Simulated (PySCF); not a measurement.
Compound: C₂H₆GeN₂.
SMILES with atom numbers: `[N:1]#[C:2][CH2:3][GeH2:4][NH2:5]` (hydrogens: H6, H7 on C3; H8, H9 on Ge4; H10, H11 on N5)

Computed by this run: PBE0-D3(BJ)/def2-SVP geometry optimisation, gas phase (PySCF 2.14.0); density fitting, grid level 1; the optimiser is geomeTRIC in internal coordinates, started from a GFN2-xTB structure with every atom displaced at random (about 0.01 Å).

At the end of the run (lengths in Å): C3–Ge4 1.980, Ge4–N5 1.827, Ge4–H8 1.537, N1≡C2 1.159, C3–H7 1.101, C2–C3 1.445, C3–H6 1.101, C2–C3–Ge4 109.5°, C3–Ge4–N5 104.3°, N1–C2–C3 176.4°, C2–C3–Ge4–N5 -54°, H6–C3–Ge4–N5 66°, H8–Ge4–C3–C2 -169°.

Question: These geometries were met on the way; a selection of coordinates is given. Order them by energy above the end point, lowest first.
A. C3–Ge4 2.037, Ge4–N5 1.778, Ge4–H8 1.498, N1≡C2 1.125, C3–H7 1.068, C2–C3 1.426, C3–H6 1.087, C2–C3–Ge4 107.7°, C3–Ge4–N5 105.2°, N1–C2–C3 176.8°, C2–C3–Ge4–N5 -66°, H6–C3–Ge4–N5 52°, H8–Ge4–C3–C2 180°
B. C3–Ge4 1.978, Ge4–N5 1.831, Ge4–H8 1.536, N1≡C2 1.159, C3–H7 1.100, C2–C3 1.446, C3–H6 1.101, C2–C3–Ge4 110.2°, C3–Ge4–N5 104.2°, N1–C2–C3 176.8°, C2–C3–Ge4–N5 -63°, H6–C3–Ge4–N5 57°, H8–Ge4–C3–C2 -179°
C. C3–Ge4 1.978, Ge4–N5 1.852, Ge4–H8 1.549, N1≡C2 1.162, C3–H7 1.109, C2–C3 1.443, C3–H6 1.102, C2–C3–Ge4 111.3°, C3–Ge4–N5 103.2°, N1–C2–C3 176.7°, C2–C3–Ge4–N5 -63°, H6–C3–Ge4–N5 57°, H8–Ge4–C3–C2 180°

Answer: B (0.003 eV), C (0.015 eV), A (0.200 eV).

```tsv
step	E above end (eV)	rms distance from the end, all atoms (Å)	largest force (eV/Å)	rms shift of all bonds from the end (Å)
3	0.003	0.116	0.043	0.002
1	0.015	0.124	0.503	0.009
0	0.200	0.153	4.817	0.032
```

Rows stand in the order of the answer.
